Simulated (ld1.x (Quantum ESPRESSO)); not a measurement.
**What one change does to a pseudopotential (chlorine (Cl), ultrasoft)**

| Property | Result |
| --- | --- |
| Element | chlorine (Cl) |
| Generator | ld1.x (Quantum ESPRESSO) 7.5 |
| Type | ultrasoft |
| Functional | LDA (PZ) |
| Relativity | scalar-relativistic |
| Frozen core | [Ne] |
| Valence charge | 7 |
| Reference configuration | 3s2 3p5 |
| Partial waves | 3s (bound): rcut 0.85, rcutus 1.15 bohr; 3s channel at 2.75 Ry: rcut 0.85, rcutus 1.15 bohr; 3p (bound): rcut 0.95, rcutus 1.25 bohr; 3p channel at 4.45 Ry: rcut 0.95, rcutus 1.25 bohr |
| Local potential | all-electron potential smoothed inside 1.10 bohr (lloc = -1) |
| Core correction | Bessel-smoothed model core, default radius (core density twice the valence density) |
| Augmentation charge | built from norm-conserving waves at rcut, not smoothed further |

Change: waves 3p (bound): rcut 0.95, rcutus 1.68 bohr; 3p channel at 4.45 Ry: rcut 0.95, rcutus 1.68 bohr.

Cutoffs: the cutoffs (Ry, on a coarse ladder) from which the occupation-weighted sum of valence levels, in a spherical-Bessel basis at the reference potential, stays within 10 and 1 mRy of its value at 400 Ry; they do not see the model core or the augmentation charge, which bear on the density cutoff. Errors are all-electron minus pseudo energies relative to the spin-unpolarised reference configuration.

Predict the effect on cutoff, ghosts and configuration errors.

The potential gets neither clearly harder nor softer (30 Ry and 60 Ry → 30 Ry and 55 Ry); the s channel sets the loose cutoff, while the largest relative change is in p, which becomes harder; of the 9 tests that both files solve, the error grows in 1 and shrinks in 1 by more than 15 % and 0.3 meV (median size 6.5 → 6.8 meV); neither file shows a bound ghost.

| quantity | base | changed |
| --- | --- | --- |
| cutoff, loose | 30 Ry | 30 Ry |
| cutoff, tight | 60 Ry | 55 Ry |
| loose cutoff by channel (10 mRy a level) | s 25 Ry, p 15 Ry | s 25 Ry, p 18 Ry |
| bound ghosts | none | none |
| error for 3s2 3p4, meV [ΔE 13.97 eV] | +0.1 | +0.4 |
| error for 3s2 3p3, meV [ΔE 39.50 eV] | +6.5 | +6.8 |
| error for 3s2 3p2, meV [ΔE 77.89 eV] | +28 | +28 |
| error for 3s1 3p6, meV [ΔE 12.05 eV] | -7.0 | -6.9 |
| error for 3s2 3p1, meV [ΔE 130.27 eV] | +77 | +77 |
| error for 3s1 3p5, meV [ΔE 26.57 eV] | -9.0 | -9.0 |
| error for 3s2 3p5.3, meV [ΔE -2.17 eV] | +0.3 | +0.3 |
| error for 3s2 3p5 (spin-polarised), meV [ΔE -0.19 eV] | -0.6 | -0.4 |
| error for 3s2 3p4 (spin-polarised), meV [ΔE 13.09 eV] | -3.1 | -1.9 |
| lowest overlap eigenvalue by channel | s 0.59, p 0.59 | s 0.59, p 0.53 |
